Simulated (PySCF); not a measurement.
Zn(Et)(SiH3) (C₂H₈SiZn), SMILES C[CH2][Zn][SiH3]. Heavy atoms are numbered as in [Zn:1]([CH2:2][CH3:3])[SiH3:9]. Hydrogens are named by the atom that carries them.

Geometry: TPSSh-D3(BJ)/def2-SVP. The structure was generated by enumeration; whether it is a known compound was not checked. The values are those of a single conformer.

The numbers are results of PBE/def2-TZVP (PySCF), not measurements.

Atomic charges (e), one atom of each kind:

```
atom        Löwdin  Mulliken
----------  ------  --------
Zn1           0.30      0.17
C2 (CH2)     -0.52     -0.29
C3 (CH3)         …     -0.39
H on C2       0.14      0.11
H on C3          …      0.12
Si9 (SiH3)    0.01      0.02
H on Si9         …     -0.03
```

Task: Fill in the missing entries. (An estimate is asked for; the answer gives what the named calculation found.)

Result: 
- C3 (CH3), Löwdin: -0.36
- H on C3, Löwdin: 0.12
- H on Si9, Löwdin: -0.02
